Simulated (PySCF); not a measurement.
All values below come from B3LYP-D3(BJ)/def2-TZVP // PBE0-D3(BJ)/def2-TZVP (PySCF). All species are isolated molecules in the gas phase. B3LYP has the VWN-RPA correlation part, as in Gaussian. Delta-SCF ions had no search for a lower state. 

Reference species (SMILES): `N[Si](Br)(Br)Br` (neutral, multiplicity 1).

The HOMO–LUMO gap is 6.83 eV. The vertical ionisation energy (Delta-SCF) is 9.87 eV.

Changed species: `Br[Si](Br)(Br)Br` (0 of 4 Br replaced by NH2; the reference has 1 of 4 Br replaced by NH2).

**Question.** Predict the effect on the HOMO–LUMO gap and vertical ionisation energy (Delta-SCF).

**Answer.** the HOMO–LUMO gap falls by 0.31 eV, to 6.52 eV; the vertical ionisation energy (Delta-SCF) increases by 0.54 eV, to 10.41 eV.
